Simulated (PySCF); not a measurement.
Simulated C 1s region for `[BH3-][N@@H+](C)C1CC1`, binding energy against the vacuum level.

Every computed line was given a Gaussian of 0.4 eV full width at half maximum and an area set by the number of equivalent atoms; the highest printed point is 100. Level of theory: PySCF 2.14.0, delta-SCF UKS SCAN, pcX-2 on the ionised atom, pcseg-1 elsewhere, spin-free X2C.

(binding energy (eV), intensity): (290.7, 0), (290.8, 3), (290.9, 11), (291.0, 32), (291.1, 65), (291.2, 94), (291.3, 98), (291.4, 72), (291.5, 37), (291.6, 15), (291.7, 11), (291.8, 24), (291.9, 53), (292.0, 87), (292.1, 100), (292.2, 82), (292.3, 48), (292.4, 20), (292.5, 6), (292.6, 1), (292.7, 0)

Task: Count the maxima, the lines and the sites behind this envelope.

Result: The curve has 2 maxima (at 291.3 and 292.1 eV). Under it lie 4 lines from 4 inequivalent carbon sites. At this width some lines have no maximum of their own.

Task: Decompose the envelope and assign each component. Numbering: `[BH3-:1][N@@H+:2]([CH3:3])[CH:4]1[CH2:5][CH2:6]1`.

Result: 
```json
{"position (eV)": "291.24", "relative area": "1", "line": "C 1s", "atoms": "C6", "environment": "three-membered-ring carbon"}
{"position (eV)": "291.28", "relative area": "1", "line": "C 1s", "atoms": "C5", "environment": "three-membered-ring carbon"}
{"position (eV)": "292.07", "relative area": "1", "line": "C 1s", "atoms": "C4", "environment": "sp3 carbon bound to nitrogen"}
{"position (eV)": "292.11", "relative area": "1", "line": "C 1s", "atoms": "C3", "environment": "N-methyl carbon"}
```

The listed C 1s values span 0.87 eV, from C6 (bonded to 2 C and 2 H) to C3 (bonded to N and 3 H). The values 291.24 and 291.28 eV; the values 292.07 and 292.11 eV lie too close for their order to be trusted.

The curve has no shake-up lines and no vibrational structure. The structure is a single PBE0-D3(BJ)/def2-SVP conformer in the gas phase; no vibrational or solvent corrections.

Shape of the structure used: `[BH3-:1][N@@H+:2]([CH3:3])[CH:4]1[CH2:5][CH2:6]1`: B1–N2–C4–C5 157°.
